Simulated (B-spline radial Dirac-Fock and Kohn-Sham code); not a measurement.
## The Ar-like isoelectronic sequence (18 electrons), Z = 38 to 50

Model: ΔSCF Dirac-Fock with Breit, self-energy and vacuum polarisation, finite nucleus, configuration average. Program: a radial atomic solver. Binding energies in eV, tabulated ground configurations ([Ne] 3s2 3p6 throughout). Correlation and solid-state effects are left out.

```
  ion   2p1/2   2p3/2   3p1/2  outermost level  NIST ionisation energy
Sr²⁰⁺  2824.9  2756.6   946.0    931.7 (3p3/2)                 932 ± 3
Zr²²⁺  3244.3  3158.5  1109.7   1091.2 (3p3/2)                1092 ± 3
Nb²³⁺  3465.6  3369.8  1196.4   1175.6 (3p3/2)                1176 ± 4
Mo²⁴⁺  3694.6  3587.9  1286.5   1263.1 (3p3/2)                1263 ± 4
Tc²⁵⁺  3931.4  3812.9  1380.0   1353.7 (3p3/2)                1354 ± 4
Ru²⁶⁺  4176.0  4044.8  1476.7   1447.4 (3p3/2)                1447 ± 4
Rh²⁷⁺  4428.6  4283.6  1576.9   1544.2 (3p3/2)                1544 ± 5
Pd²⁸⁺  4689.2  4529.3  1680.4   1644.1 (3p3/2)                1644 ± 5
Ag²⁹⁺  4957.9  4781.9  1787.4   1747.1 (3p3/2)                1747 ± 5
Cd³⁰⁺       ?       ?       ?                ?                       ?
In³¹⁺  5519.7  5307.8  2011.6   1962.5 (3p3/2)                1961 ± 5
Sn³²⁺  5813.0  5581.1  2129.0   2074.8 (3p3/2)                2074 ± 6
```

Q: Fill in the row of Cd³⁰⁺.

A: 2p1/2 5234.7, 2p3/2 5041.3, 3p1/2 1897.8, outermost 1853.2 (3p3/2), NIST 1852 ± 5 eV.

NIST's values are for the lowest levels; a dash marks a value that is missing or belongs to another shell. Their kind here: semi-empirical. 

Values without a named source are computed, but for edge energies of neutral atoms, which are taken from tables.
